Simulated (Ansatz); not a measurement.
`CC(=S)[NH][AlH2]` from Hartree–Fock to CCSD(T)

```xyz
11

C    -1.4398   -0.0779    0.2951
C    -0.5682    0.5795   -0.7320
S    -1.1921    1.5018   -1.9382
N     0.7679    0.3623   -0.6022
Al    1.7611   -0.5807    0.5820
H    -1.3145   -1.1648    0.2660
H    -1.1637    0.2492    1.3023
H    -2.4827    0.1645    0.1146
H     1.2654    0.8463   -1.3429
H     3.3110   -0.5238    0.2979
H     1.0555   -1.3564    1.7573
```

The species carries charge 0 and has multiplicity 1. Geometry: relaxed with PBE0-D4/def2-TZVP. Frozen core, restricted reference, Ansatz 0.2.0. CBS rows extrapolate triple and quadruple zeta; past MP2 they add the triple-zeta difference.

```
     basis     HF (Eh)  MP2 corr.
def2-TZVPP  -773.22351   -0.79182
def2-QZVPP  -773.24829   -0.84888
```

Task: Estimate the CCSD correlation energy and the (T) correction in each basis where they were run (hartree).

Result: 
```tsv
basis	CCSD corr.	(T)
def2-TZVPP	-0.83705	-0.03891
CBS(def2)	-0.93638	as TZ
```
